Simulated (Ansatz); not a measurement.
System: C3H8ISi (charge 0, doublet). It need not be the lowest isomer of its formula. 
Geometry from a B3LYP-D3(BJ)/def2-TZVP (Ansatz, a first-principles code) optimisation:
SMILES: [Si]([CH2])(C)(C)I
```xyz
13

C     -1.3210    -0.9727    -1.8929
Si     0.1232    -0.0404    -1.2671
C      1.7329    -0.9190    -1.6129
C      0.1261     1.7313    -1.8535
I     -0.1495     0.0206     1.2254
H     -2.2735    -0.4980    -2.1006
H     -1.3295    -2.0550    -1.9592
H      1.7092    -1.9400    -1.2301
H      2.5671    -0.3988    -1.1403
H      1.9153    -0.9585    -2.6900
H      0.9351     2.2929    -1.3846
H      0.2624     1.7679    -2.9375
H     -0.8155     2.2242    -1.6082
```
Charge 0, spin multiplicity 2.

Computed values are from Ansatz. Correlated levels leave the core frozen unless marked. Open shells are spin-unrestricted. No spin-orbit coupling. Frozen are the shells of the preceding noble gas and the d and f shells that filled before the atom's block. Past Kr the def2 sets carry scalar-relativistic core potentials. CBS(X,Y): correlation extrapolated as X^-3; Hartree-Fock from the larger set.

Question: What is the atomisation energy De at CCSD(T)/CBS(def2-TZVPP,def2-QZVPP)?

Answer: 4686.3 kJ/mol.

Question: What is the T1 diagnostic at CCSD/def2-QZVPP?

Answer: 0.012.

Question: What is the dipole moment at CCSD(T)/def2-SVPD?

Answer: 2.43 D.

Question: What is the total energy at CCSD(T)/CBS(def2-TZVPP,def2-QZVPP)?

Answer: -704.9213 Eh.
